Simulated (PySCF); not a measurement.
iodoethane (C₂H₅I), SMILES CCI.

Geometry: PBE0-D3(BJ)/def2-SVP. The def2 effective core potentials stand for the cores of I; spin–orbit coupling is left out.

Level of theory: PySCF with PBE0-D3(BJ)/def2-SVP.

Frequencies are harmonic and unscaled.

Computed vibrational spectrum:
```
mode  ν (cm⁻¹)  IR (km/mol)  Raman (Å⁴/amu)  depolarisation  moving atoms (share of kinetic energy)
----  --------  -----------  --------------  --------------  --------------------------------------
1          261          1.2             3.8            0.41                  C 61 %, H 26 %, I 12 %
2          263          0.0             0.0               –                                  H 93 %
3          517          7.2            28.3            0.27                   C 71 %, H 20 %, I 8 %
4          746          7.6             0.4            0.75                          H 88 %, C 11 %
5          976         15.3             4.7            0.59                          H 71 %, C 29 %
6          988          0.1             5.8            0.75                          H 88 %, C 12 %
7         1089          0.2             5.2            0.71                          C 67 %, H 33 %
8         1228         82.6            11.7            0.40                          H 77 %, C 23 %
9         1245          0.6             2.6            0.75                          H 77 %, C 23 %
10        1390          5.3             8.6            0.65                          H 79 %, C 21 %
11        1455         11.9            16.5            0.75                                  H 97 %
12        1457          2.0             5.9            0.75                          H 88 %, C 12 %
13        1470          2.3            15.5            0.74                                  H 96 %
14        3054         15.2           202.5            0.08                                  H 97 %
15        3123          3.9           115.6            0.13                                  H 94 %
16        3148          8.1           114.4            0.63                           H 91 %, C 9 %
17        3169          4.7            83.1            0.75                          H 90 %, C 10 %
18        3204          1.5            37.4            0.75                          H 90 %, C 10 %
```
